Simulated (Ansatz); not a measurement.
(ZnSe)n: binding per atom (eV) at several levels, gas phase, relaxed structures; Ansatz. Clusters are the lowest isomers that short searches found in that spin, judged at the geometry's level. Binding counts from free atoms in the multiplicity of their measured ground term, without zero-point energy. The structures are stationary points that may keep the symmetry of their start.

```tsv
species	state	geometry	PBE-D4/def2-SVP	PBE-D4/def2-TZVP	r2SCAN-D4/def2-TZVP	PBE0-D4/def2-SVP	PBE0-D4/def2-TZVP
(ZnSe)2 ring (Zn2Se2)	singlet	r2SCAN-D4/def2-SVP	1.88	1.73	1.80	1.82	1.72
(ZnSe)4 cube (Zn4Se4)	singlet	PBE-D4/def2-SVP	2.45	2.22	2.29	2.41	2.23
```

(1) Estimate the rows for Zn3Se3 (singlet, PBE-D4/def2-SVP geometry).

(1) 
```
species    state         geometry  PBE-D4/def2-SVP  PBE-D4/def2-TZVP  r2SCAN-D4/def2-TZVP  PBE0-D4/def2-SVP  PBE0-D4/def2-TZVP
 Zn3Se3  singlet  PBE-D4/def2-SVP             2.31              2.16                 2.24              2.26               2.16
```
